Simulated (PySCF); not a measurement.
Choosing a molecule for a target property.

All species are isolated and taken at one optimised geometry, non-relativistic unless stated; the electronic structure was computed with PySCF and density fitting.

The conformers computed, where there is a choice (atom-mapped SMILES and torsion angles):
- `[CH2:1]=[N:2][SiH2:3][N:4]([CH3:5])[CH3:6]`: C1–N2–Si3–N4 -135°, N2–Si3–N4–C5 -34°
- `[O:1]=[CH:2][c:3]1[p:4][cH:5][p:6][cH:7][c:8]1[F:9]`: O1–C2–C3–P4 0°
- `[CH3:1][CH2:2][c:3]1[n:4][n:5][cH:6][n:7]1[CH3:8]`: C1–C2–C3–N4 96°
- `[F:1][CH:2]([F:3])[C@@H:4]1[CH:5]=[CH:6][C:7](=[S:8])[CH2:9]1`: F1–C2–C4–C5 -63°

The conformers of `[SiH3][C@H]1CCNN1` aren't listed.

Question: Wanted: lowest singlet excitation between 5.6 eV and 5.9 eV (TDDFT CAM-B3LYP/def2-SVPD) and lowest triplet excitation (Tamm–Dancoff) below 6 eV (TDA CAM-B3LYP/def2-SVPD), at GFN2-xTB geometries. Which candidate meets both?
A. `[SiH3][C@H]1CCNN1`
B. `Cc1cpc(Cl)cn1`
C. `N([SiH2]N(C)C)=C`
D. `C1[SiH2]C[SiH2]1`
E. `CCc1nncn1C`
F. `CC1=C(C)N(C)N=N1`
G. `O=CC1=PC=PC=C1F`

Answer: F. Computed values:
```
          species  lowest singlet excitation  lowest triplet excitation (Tamm–Dancoff)
  O=CC1=PC=PC=C1F                    3.25 eV                                   2.58 eV
 N([SiH2]N(C)C)=C                    4.07 eV                                   3.46 eV
    Cc1cpc(Cl)cn1                    4.26 eV                                   3.22 eV
[SiH3][C@H]1CCNN1                    5.47 eV                                   5.20 eV
 CC1=C(C)N(C)N=N1                    5.83 eV                                   4.44 eV
       CCc1nncn1C                    6.01 eV                                   5.00 eV
 C1[SiH2]C[SiH2]1                    6.54 eV                                   6.30 eV
```

Question: Wanted: smallest rotational constant below 1 GHz (GFN2-xTB) and HOMO energy below -8.6 eV (CAM-B3LYP/def2-SVPD), at GFN2-xTB geometries. Which candidate meets both?
A. `C1[SiH2]C[SiH2]1`
B. `C=N[SiH2]N(C)C`
C. `O=Cc1pcpcc1F`
D. `Cc1nc(Cl)ccp1`
E. `C1=CC(C[C@@H]1C(F)F)=S`
F. `CC1=C(C)N(C)N=N1`

Answer: C. Computed values:
```
               species  smallest rotational constant  HOMO energy
C1=CC(C[C@@H]1C(F)F)=S                     0.625 GHz     -7.87 eV
          O=Cc1pcpcc1F                     0.676 GHz     -8.98 eV
         Cc1nc(Cl)ccp1                     0.761 GHz     -8.32 eV
      CC1=C(C)N(C)N=N1                     1.309 GHz     -8.12 eV
        C=N[SiH2]N(C)C                     1.438 GHz     -7.61 eV
      C1[SiH2]C[SiH2]1                     2.724 GHz     -9.18 eV
```

Question: Wanted: HOMO–LUMO gap between 7 eV and 8.5 eV (CAM-B3LYP/def2-SVPD) and electronic spatial extent ⟨r²⟩ about the centre of nuclear charge below 1200 bohr² (CAM-B3LYP/def2-SVPD), at GFN2-xTB geometries. Which candidate meets both?
A. `[SiH3]/C=C\[SiH3]`
B. `C=N[SiH2]N(C)C`
C. `Cc1nnn(C)c1C`
D. `O=Cc1pcpcc1F`
E. `FC(F)[C@@H]1C=CC(=S)C1`
F. `CC1=PC=CC(Cl)=N1`
G. `C1[SiH2]C[SiH2]1`

Answer: B. Computed values:
| species | HOMO–LUMO gap | electronic spatial extent ⟨r²⟩ about the centre of nuclear charge |
| --- | --- | --- |
| FC(F)[C@@H]1C=CC(=S)C1 | 6.21 eV | 1647 bohr² |
| O=Cc1pcpcc1F | 6.72 eV | 1507 bohr² |
| CC1=PC=CC(Cl)=N1 | 7.34 eV | 1391 bohr² |
| C=N[SiH2]N(C)C | 8.01 eV | 891 bohr² |
| Cc1nnn(C)c1C | 9.09 eV | 943 bohr² |
| [SiH3]/C=C\[SiH3] | 9.40 eV | 706 bohr² |
| C1[SiH2]C[SiH2]1 | 9.91 eV | 521 bohr² |

Question: Wanted: dipole moment below 0.4 D (CAM-B3LYP/def2-SVPD) and static isotropic polarisability below 90 au (CAM-B3LYP/def2-SVPD), at GFN2-xTB geometries. Which candidate meets both?
A. `CCC1=NN=CN1C`
B. `C1=C(C)[Si@@H](Cl)C=C[SiH2]1`
C. `C1[SiH2]C[SiH2]1`
D. `Cc1cpc(Cl)cn1`
E. `N(C)(C)[SiH2]N=C`
F. `O=CC1=PC=PC=C1F`
G. `Cc1nc(Cl)ccp1`

Answer: C. Computed values:
```csv
species,dipole moment,static isotropic polarisability
C1[SiH2]C[SiH2]1,0.00 D,75.1 au
N(C)(C)[SiH2]N=C,0.80 D,79.5 au
C1=C(C)[Si@@H](Cl)C=C[SiH2]1,1.26 D,119.4 au
Cc1nc(Cl)ccp1,1.76 D,105.1 au
Cc1cpc(Cl)cn1,2.04 D,102.5 au
O=CC1=PC=PC=C1F,2.99 D,110.2 au
CCC1=NN=CN1C,6.19 D,76.7 au
```
